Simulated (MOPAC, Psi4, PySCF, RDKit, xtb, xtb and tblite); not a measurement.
Two geometries of SMILES O[SiH2][SiH2]F, relaxed at GFN2-xTB with one dihedral held; other torsions can differ between them too.

Structure A

```
9

O      1.3498     0.5531     1.1885
Si     0.9073    -0.0075    -0.2775
Si     1.8349    -2.0749    -0.6610
F      1.3287    -2.5572    -2.1177
H      2.2540     0.7039     1.4450
H      1.2927     0.9802    -1.2996
H     -0.5452     0.0131    -0.1239
H      3.2942    -2.1415    -0.7920
H      1.4303    -3.1834     0.2032
```

Structure B

```
9

O     -1.3569     0.2528     1.2298
Si    -0.8490     0.1055    -0.3126
Si    -2.2407     1.2447    -1.7413
F     -1.6928     0.9988    -3.2395
H     -2.2641     0.3635     1.4939
H      0.5168     0.6179    -0.2140
H     -0.7879    -1.3309    -0.6268
H     -2.2800     2.7044    -1.6468
H     -3.6308     0.7852    -1.8248
```

### Question
Which is lower in energy at the level DF-MP2 (frozen core)/cc-pVTZ // GFN2-xTB run with Psi4 1.11, and by how much?

### Answer
A is lower, by 0.43 kcal/mol (dihedral H5–O1–Si2–Si3: 60° in A, 30° in B).

E(B) − E(A) in kcal/mol at the other levels, on the same two geometries: GFN2-xTB (xtb and tblite) 0.44; MMFF94 // GFN2-xTB (RDKit) 0.29; PBE/def2-TZVP // GFN2-xTB (Psi4) 0.41; PBE-D3(BJ)/def2-TZVP // GFN2-xTB (Psi4) 0.39; HF/cc-pVTZ // GFN2-xTB (Psi4) 0.43; UFF // GFN2-xTB (RDKit) 0.48; PM3, restricted, heats of formation // GFN2-xTB (MOPAC) 0.36; PM6, restricted, heats of formation // GFN2-xTB (MOPAC) 0.11; GFN1-xTB // GFN2-xTB (xtb) -0.16; restricted B3LYP/6-31G*, spherical d // GFN2-xTB (PySCF) 0.55; restricted M06-2X/6-31G*, spherical d // GFN2-xTB (PySCF) 0.54; restricted B3LYP/3-21G // GFN2-xTB (PySCF) 0.38; restricted B3LYP/6-311+G**, spherical d, density fitting // GFN2-xTB (PySCF) 0.57.

MMFF94 has few fitted parameters for silicon.
